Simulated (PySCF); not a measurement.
Isomers of C4H9NOSi, one conformer each; single-point electronic energies without zero-point terms and without any empirical dispersion term.

All values: PBE0/pcSseg-1 (PySCF, non-relativistic), each on one gas-phase PBE0-D3(BJ)/def2-SVP geometry that isn't relaxed in the solvent. The solvent is an IEF-PCM continuum (cavity from Bondi-type radii × 1.2). The model holds no explicit solvent molecules, cavitation or dispersion.

| isomer | relative energy, gas (kcal/mol) | dipole (D) |
| --- | --- | --- |
| `O=CN1CCC[SiH2]1` | 0.0 | 4.34 |
| `C=N[C@H]1CC[SiH2]O1` | 18.4 | 1.38 |

**Question.** How do the relative energies look in cyclohexane (ε = 2.017)?

**Answer.** 
| isomer | relative energy, solvent (kcal/mol) | E(solvent) − E(gas) (kcal/mol) | dipole in solvent (D) |
| --- | --- | --- | --- |
| `O=CN1CCC[SiH2]1` | 0.0 | -2.6 | 4.85 |
| `C=N[C@H]1CC[SiH2]O1` | 19.2 | -1.8 | 1.53 |

The order is unchanged. Conformers: `[O:1]=[CH:2][N:3]1[CH2:4][CH2:5][CH2:6][SiH2:7]1` with O1–C2–N3–C4 179°, C2–N3–C4–C5 156°, N3–C4–C5–C6 42°, C4–C5–C6–Si7 -39°, C5–C6–Si7–N3 22°; `[CH2:1]=[N:2][C@H:3]1[CH2:4][CH2:5][SiH2:6][O:7]1` with C1–N2–C3–C4 -124°, N2–C3–C4–C5 84°, C3–C4–C5–Si6 36°, C4–C5–Si6–O7 -20°, C5–Si6–O7–C3 -3°. `O=CN1CCC[SiH2]1` gains most from the continuum, and it has the largest gas-phase dipole. The gains span 0.8 kcal/mol, the gas-phase energies 18.4 kcal/mol.
